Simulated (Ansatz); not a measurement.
Z-matrix (Å, degrees):
```
C
C 1 1.518
H 1 1.092 2 110.4
H 1 1.092 2 110.4 3 119.8
H 1 1.092 2 110.5 3 -120.1
C 2 1.520 1 110.9 3 -177.9
C 2 1.520 1 110.9 3 58.1
O 2 1.439 1 106.0 3 -59.9
H 6 1.091 2 110.8 1 179.6
H 6 1.092 2 110.3 1 58.9
H 6 1.092 2 110.2 1 -60.5
H 7 1.092 2 110.3 1 -58.9
H 7 1.091 2 110.8 1 -179.6
H 7 1.092 2 110.2 1 60.5
Si 8 1.621 2 139.8 1 180.0
F 15 1.626 8 104.0 2 -0.0
```

Total charge 0; spin multiplicity 1.

**Question.** List the r2SCAN/def2-TZVPP orbital energies in eV (Ansatz 0.2.0). (Estimate.)

**Answer.** Ansatz gave: Occupied: -1792.08, -665.92, -516.16, -275.15, -272.95, -272.95, -272.88, -142.28, -97.23, -97.16, -97.04, -30.94, -26.97, -21.03, -18.22, -18.18, -15.51, -13.13, -12.42, -11.91, -11.80, -10.90, -10.65, -10.24, -10.19, -10.12, -9.37, -9.13, -9.11, -7.78, -7.69, -6.42. Lowest empty: -2.02, 0.40, 0.79, 1.78, 2.17, 2.64, 2.79, 2.83.
